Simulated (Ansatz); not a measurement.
A structure relaxed at PBE0-D4/def2-TZVP, charge 0, multiplicity 1:

Cartesian coordinates in Å:
```
C 0.2690 1.4453 -1.8099
O 0.0480 0.4021 -0.8798
Si 0.9736 0.1601 0.4499
O 1.0405 1.5922 1.2312
O 0.2360 -0.9997 1.3037
Si -1.1972 -1.8071 1.2292
O -1.6886 -1.9375 -0.3241
H 0.2355 2.4212 -1.3189
H -0.5171 1.4004 -2.5644
H 1.2365 1.3301 -2.3092
H 2.3378 -0.2893 0.1007
H 1.6614 1.6951 1.9528
H -2.1754 -1.0576 2.0569
H -1.0026 -3.1744 1.7566
H -1.4573 -1.1809 -0.8748
```

Question: Give its formula and SMILES.

Answer: CH8O4Si2, `CO[SiH](O)O[SiH2]O`.

Question: Point group (tolerance 0.08 Å, 0.16 Å for H)?

Answer: C1.

Question: Summarise the bond lengths by kind.

Answer: 1 × C–O 1.415 Å; 3 × C–H 1.091 to 1.095 Å; 5 × O–Si 1.618 to 1.647 Å; 3 × H–Si 1.478 to 1.485 Å; 2 × H–O 0.957 to 0.964 Å.

Program: Ansatz 0.2.0.
